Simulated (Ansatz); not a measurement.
A geometry relaxed with Ansatz (an electronic-structure program) with B3LYP-D3(BJ)/def2-TZVP, charge 0, multiplicity 1:

```xyz
11

C     -1.3253    -0.7638     0.2064
C      2.5382    -0.3783     0.1559
H     -1.9566    -0.6958     1.0958
C      1.5413     0.2623    -0.0528
H     -0.4796    -1.4145     0.4154
H      3.4176    -0.9443     0.3402
C      0.3910     1.0444    -0.3064
C     -0.8558     0.5828    -0.1890
F     -1.8713     1.4333    -0.4606
H     -1.9284    -1.2013    -0.5929
H      0.5288     2.0751    -0.6120
```

Problem. Write the SMILES of this molecule.

Solution. `C#C/C=C(\C)F`
